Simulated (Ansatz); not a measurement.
Geometry optimisation, RKS BLYP/def2-SVP in Ansatz 0.2.0.

The input (input.yaml):

```yaml
crystal:
  periodic: [false, false, false]
  atoms:
    - { symbol: Zn, position_ang: [-0.488028, -0.160279, 0.123572] }
    - { symbol: O, position_ang: [-0.691421, 0.057614, 1.890576] }
    - { symbol: H, position_ang: [-1.601251, 0.311018, 2.154079] }
    - { symbol: O, position_ang: [0.039986, -0.282016, -1.584518] }
    - { symbol: H, position_ang: [-0.034618, -1.203624, -1.911146] }
    - { symbol: Si, position_ang: [2.849234, -0.653283, 1.156878] }
    - { symbol: H, position_ang: [2.86583, -2.100143, 0.73862] }
    - { symbol: H, position_ang: [3.316475, 0.196846, 0.006776] }
    - { symbol: H, position_ang: [3.782799, -0.466875, 2.325723] }
    - { symbol: H, position_ang: [1.478994, -0.276658, 1.561341] }
basis:
  gaussian: { orbitals: def2-SVP }
hamiltonian:
  xc: blyp
relax:
  f_tol: 0.03
  max_steps: 50
output:
  orbitals: {}
```

Command:

```bash
$ ansatz run input.yaml --threads 4 --pin off --max-ram 5120MiB --backend cpu --events-out ev --progress --plain --runs-dir out
```

Problem. Where does it end, and by what steps?

Solution. The forces met the threshold. After 12 steps the energy has fallen by 0.163 eV; H3 moved furthest, 0.90 Å.

```csv
step,energy less start (eV),largest force component (eV/Å),accepted
0,0.0000,0.551,yes
1,-0.0594,0.218,yes
2,-0.0824,0.681,yes
3,-0.1086,0.601,yes
4,-0.1330,0.569,yes
5,-0.1507,0.109,yes
6,-0.1543,0.374,yes
7,-0.1598,0.065,yes
8,-0.1614,0.103,yes
9,-0.1626,0.044,yes
10,-0.1628,0.075,yes
11,-0.1631,0.046,yes
12,-0.1632,0.007,yes
```

```xyz
10
Properties=species:S:1:pos:R:3
Zn -0.566 -0.171 0.467
O -1.518 0.096 1.959
H -2.391 0.485 1.752
O 0.514 -0.354 -0.966
H 0.480 -1.261 -1.332
Si 2.991 -0.670 0.893
H 2.667 -2.023 0.339
H 3.386 0.290 -0.180
H 4.136 -0.823 1.855
H 1.819 -0.146 1.676
```

Whether the end is a true minimum wasn't checked by a vibrational analysis.

Time of the run: 28 s on 4 threads of Arm Neoverse N1 (shared host), peak memory 0.16 GiB.
